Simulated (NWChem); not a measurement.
Species: CH5FOSi; SMILES O[SiH2]CF

```xyz
9

O     -0.9641     1.4438    -0.2782
Si     0.4773     0.7196     0.1356
C      0.5082    -1.1029    -0.4048
F     -0.5299    -1.7635     0.2837
H     -1.7585     1.0453     0.1050
H      1.5359     1.4794    -0.5757
H      0.7168     0.7434     1.6057
H      1.4570    -1.6002    -0.1587
H      0.3351    -1.2285    -1.4819
```
Atoms are numbered in this order, from 1.

Program: NWChem. All runs use the structure optimised with B3LYP/6-31G* (spherical d). GIAO values for the isolated, static molecule; σ is the absolute isotropic shielding, δ = σ(reference) − σ with the isolated reference molecule computed at the same levels (13C: tetramethylsilane, 19F: trichlorofluoromethane, 1H: tetramethylsilane, 17O: water, 29Si: tetramethylsilane).

**Question.** Predict the results for PBE0/pcSseg-1. Quantities: δ O1 (ppm); δ Si2 (ppm); δ C3 (ppm); δ F4 (ppm); δ H5 (ppm); δ H6 (ppm); δ H7 (ppm).

**Answer.** The δ O1 (ppm) is 9.0, the δ Si2 (ppm) is -18.8 and the δ C3 (ppm) is 83.2. The δ F4 (ppm) comes out as -307.4 and the δ H5 (ppm) comes out as 1.48. The δ H6 (ppm) is 4.78 and the δ H7 (ppm) is 5.22.
